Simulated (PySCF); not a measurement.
# AlSi4H11O3

The system: AlSi4H11O3, a molecule; neutral, singlet. The structure, one conformer, was relaxed in the gas phase by PBE0-D3(BJ)/def2-SVP. No frequency run checks that it is a minimum.

SMILES: [OH][Al]([OH])[O][Si]([SiH3])([SiH3])[SiH3]

Coordinates in Å:
```
Si1     0.688   -1.686   -1.258
Si2     0.122    0.421   -0.367
Si3    -1.369    1.467   -1.849
Si4     2.081    1.710   -0.237
O5     -0.574    0.309    1.149
Al6    -0.973   -0.900    2.271
O7     -1.637   -0.560    3.787
O8     -0.656   -2.487    1.777
H9     -0.519   -2.547   -1.443
H10     1.694   -2.391   -0.407
H11     1.302   -1.438   -2.604
H12    -0.726    1.587   -3.196
H13    -2.627    0.666   -1.990
H14    -1.734    2.836   -1.369
H15     1.785    3.094    0.252
H16     3.063    1.079    0.703
H17     2.713    1.804   -1.591
H18    -1.836    0.317    4.117
H19    -0.817   -3.284    2.283
```

Shieldings: GIAO PBE0/pcSseg-1. Shifts are against computed references at the same level: H TMS (σ 31.27 ppm), Si TMS (σ 352.0 ppm). Core levels by delta-SCF with SCAN, pcX-2 on the ionised atom and pcseg-1 elsewhere, spin-free X2C (2p3/2 is the spin-free 2p value less a third of a first-order spin-orbit splitting); from the vacuum level, for chosen atoms.

Problem. Give the NMR and core-level values of the distinct atoms.

Solution. 
```
      atoms    bonded to  σ (ppm)  δ (ppm)  core level (eV)
        Si1   1 Si + 3 H    454.4   -102.4     2p3/2 106.03
        Si2   1 O + 3 Si    353.8     -1.8     2p3/2 106.33
        Si3   1 Si + 3 H    455.2   -103.2     2p3/2 106.16
        Si4   1 Si + 3 H    455.1   -103.1     2p3/2 106.16
         O5  1 Al + 1 Si    338.3        -        1s 537.18
        Al6          3 O    475.6        -                -
         O7   1 Al + 1 H    325.7        -                -
         O8   1 Al + 1 H    331.4        -                -
 H9 H10 H11         1 Si    27.59     3.68                -
H12 H13 H14         1 Si    27.65     3.62                -
H15 H16 H17         1 Si    27.65     3.62                -
        H18          1 O    29.87     1.40                -
        H19          1 O    30.15     1.12                -
```

Values are those of this one static structure, with the three H of a rotating XH3 group averaged; atoms that internal rotation interchanges would show their mean in an NMR spectrum.

Problem. Which of Si1, Si2, Si3, Si4 holds its core electrons tightest, and by how much against the loosest?

Solution. Si2 (bonded to 1 O + 3 Si), by 0.30 eV over Si1 (bonded to 1 Si + 3 H).

Problem. By CAM-B3LYP/def2-SVPD (TDDFT singlets, Tamm-Dancoff triplets, ionisation by delta-SCF), where does absorption start, and what does vertical ionisation take?

Solution. The lowest singlet lies at 5.40 eV (f 0.002), the strongest of the first 6 at 6.57 eV (f 0.017), the lowest triplet at 4.96 eV; vertical ionisation takes 9.14 eV.
